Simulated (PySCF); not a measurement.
**Calculated NMR parameters of CC(C)C/C=C(\Cl)[SiH2][SiH3]**

| Item | Value |
| --- | --- |
| Formula | C6H15ClSi2 |
| SMILES | CC(C)C/C=C(\Cl)[SiH2][SiH3] |
| Point group of the computed structure | C1 |
| Degrees of unsaturation | 1 |
| Carbon signals | 5 |
| Proton signals | 6 |

Structure with atom numbers: `[CH3:1][CH:2]([CH3:3])[CH2:4]/[CH:5]=[C:6](\[Cl:7])[SiH2:8][SiH3:9]`; H(Xn) means a hydrogen on atom n.

Level of theory: coordinates at the GFN2-xTB level, GIAO PBE0/pcSseg-1 shieldings, in PySCF 2.14.0 with density-fitted response routines (equivalent nuclei averaged, gas phase, relativity neglected, one computed conformer).

Chemical shifts δ = σref − σ; TMS for ¹H (σ = 31.72 ppm), ¹³C (σ = 186.93 ppm), ²⁹Si (σ = 349.16 ppm), all at this level.

```tsv
carbon	δC, type	δH (multiplicity)	HMBC from (2–3 bonds)	span of the C tensor (ppm)
C1/C3	24.2, CH3	1.00 (d)	H(C4), H(C2), H(C1)/H(C3)	40
C2	32.7, CH	1.41 (m)	H(C5), H(C4), H(C1)/H(C3)	12
C4	42.2, CH2	2.34 (m)	H(C5), H(C2), H(C1)/H(C3)	49
C5	152.0, CH	6.43 (t)	H(Si8), H(C4), H(C2)	230
C6	140.6, C	–	H(C5), H(Si8), H(Si9), H(C4)	168
```

Other nuclei:
```tsv
atoms	nucleus	environment	δ (ppm)	σ (ppm)
H(Si8)	¹H	hydrogen on a silicon bonded to C, Si	4.42	27.30
H(Si9)	¹H	hydrogen on a silicon bonded to Si	3.54	28.18
Si8	²⁹Si	silicon bonded to C, Si, 2 H	-66.7	415.9
Si9	²⁹Si	silicon bonded to Si, 3 H	-116.9	466.1
```

Carbon types of the structure: 1 × C, 2 × CH, 1 × CH2, 2 × CH3, leaving 5 H on heteroatoms. δC 152.0: alkene CH; as expected for a trigonal carbon in a double bond. δC 140.6: fully substituted alkene carbon; as expected for a trigonal carbon in a double bond. δC 32.7: sp3 CH; saturated and bonded to C and H only. δH 6.43: hydrogen on an alkene CH; attached to an sp2 carbon and in the plane of the double bond. δH 1.00: hydrogen on a methyl carbon; far from electronegative atoms and π systems.

Carbons that carry Cl, above all several Cl atoms, come out too deshielded, partly because spin–orbit coupling is missing. Shifts are as computed. Against solution values, carbons near 30 ppm lie about +3 ppm off and those near 130 ppm about +5 ppm; carbons on Cl a further +6 ppm. Of 1309 compounds with measured shifts, 239 miss one by over three times the rms of a fit or turn the order of signals round; such compounds aren't used in these exercises. No couplings were computed; multiplicities are counted from neighbouring protons, with m where these are inequivalent, close in shift, in a saturated or five-membered ring or joined by F or P, and br s for small geminal =CH2 splittings.
